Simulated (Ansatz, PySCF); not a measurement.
FeH₃O₃, SMILES [OH][Fe]([OH])[OH] (connectivity only; charge and spin as stated), neutral, multiplicity 6. Atoms are numbered in the order given.

```xyz
7

Fe    -0.1180     0.1237     0.2019
O     -1.2166    -1.2930     0.3596
H     -2.0629    -1.3459    -0.1103
O     -0.5773     1.5054    -0.8560
H     -0.0104     2.2843    -0.9645
O      1.4398     0.1583     1.1027
H      1.7184    -0.5680     1.6811
```
Charge 0, spin multiplicity 6.

Geometry: TPSSh-D3(BJ)/def2-SVP. The multiplicity is an assumed one; other spin states were not compared. Other conformers were not sampled.

Two levels are set side by side: PBE-D3(BJ)/def2-SVP (Ansatz, a first-principles code) and TPSSh-D3(BJ)/def2-SVP (PySCF). Each level has its own optimised geometry; the coordinates shown are those of the second. Frequencies come from the Hessian of PySCF at each geometry. Differences are taken from unrounded values.

```json
[
 {"quantity": "mean bond length (Å)", "TPSSh-D3(BJ)": "1.385", "PBE-D3(BJ)": "1.393", "PBE-D3(BJ) minus TPSSh-D3(BJ)": "0.009"},
 {"quantity": "bond Fe1–O2 (Å)", "TPSSh-D3(BJ)": "1.800", "PBE-D3(BJ)": "1.811", "PBE-D3(BJ) minus TPSSh-D3(BJ)": "0.011"},
 {"quantity": "bond Fe1–O4 (Å)", "TPSSh-D3(BJ)": "1.800", "PBE-D3(BJ)": "1.811", "PBE-D3(BJ) minus TPSSh-D3(BJ)": "0.011"},
 {"quantity": "bond Fe1–O6 (Å)", "TPSSh-D3(BJ)": "1.800", "PBE-D3(BJ)": "1.811", "PBE-D3(BJ) minus TPSSh-D3(BJ)": "0.011"},
 {"quantity": "bond O2–H3 (Å)", "TPSSh-D3(BJ)": "0.969", "PBE-D3(BJ)": "0.976", "PBE-D3(BJ) minus TPSSh-D3(BJ)": "0.006"},
 {"quantity": "bond O4–H5 (Å)", "TPSSh-D3(BJ)": "0.969", "PBE-D3(BJ)": "0.976", "PBE-D3(BJ) minus TPSSh-D3(BJ)": "0.006"},
 {"quantity": "bond O6–H7 (Å)", "TPSSh-D3(BJ)": "0.969", "PBE-D3(BJ)": "0.976", "PBE-D3(BJ) minus TPSSh-D3(BJ)": "0.006"},
 {"quantity": "highest harmonic wavenumber (cm⁻¹)", "TPSSh-D3(BJ)": "3805", "PBE-D3(BJ)": "3717", "PBE-D3(BJ) minus TPSSh-D3(BJ)": "-88"},
 {"quantity": "mean harmonic wavenumber (cm⁻¹)", "TPSSh-D3(BJ)": "1114", "PBE-D3(BJ)": "1093", "PBE-D3(BJ) minus TPSSh-D3(BJ)": "-21"},
 {"quantity": "zero-point energy (kcal/mol)", "TPSSh-D3(BJ)": "23.89", "PBE-D3(BJ)": "23.43", "PBE-D3(BJ) minus TPSSh-D3(BJ)": "-0.46"}
]
```

GGA bonds tend to be longer and softer than those of functionals with exact exchange. Differences between two approximate levels are no errors against the true value.
